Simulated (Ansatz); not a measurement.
`N=C[CH2][GaH][NH2]` + H₂ → `[CH3][GaH][NH2]` + `C=N`  (hydrogenolysis of a C–C bond)

Program: Ansatz. Geometries: PBE0-D4/def2-TZVP. ΔE: electronic, gas phase. CCSD(T)/CBS adds triple-zeta CCSD(T) − MP2 to the extrapolated MP2 energy (def2 sets, frozen cores). This one scheme is used for every species. Functionals use def2-TZVPP. For Ga outer-core shells are correlated without core-valence functions, which leaves a few kJ/mol of doubt a bond. Scalar relativity is left out up to krypton. Each species was taken in one conformer, which may not be the lowest.

Problem. Is it downhill or uphill in electronic energy at CCSD(T)/CBS, and by how much? (Best estimate.)

Solution. The calculation gave: Downhill: ΔE = -0.37 eV.

Problem. What do these levels give: ωB97X-V, PBE, PBE0, SCS-MP2/def2-TZVPP, SCS-MP2/def2-QZVPP, HF/CBS(def2)? (Estimate.)

Solution. The calculation gave: ωB97X-V -0.39, PBE -0.35, PBE0 -0.39, SCS-MP2/def2-TZVPP -0.39, SCS-MP2/def2-QZVPP -0.38, HF/CBS(def2) -0.61 eV.

Largest T1 diagnostic among the species: 0.014.

The D4 term adds +0.11 eV with B3LYP and +0.06 eV with PBE0; it sums over pairs of atoms, weighted by their polarisabilities, and B3LYP, whose exchange is more repulsive, gets the larger term. From PBE to PBE0 (25 % exact exchange), in def2-TZVPP and without D4, ΔE moves by −0.04 eV. In def2-TZVPP, CCSD(T) changes the Hartree–Fock value by +0.22 eV (the triples alone add +0.06 eV) and MP2 by +0.29 eV.

B3LYP here is the variant with VWN-RPA as its local correlation; programs differ in this.
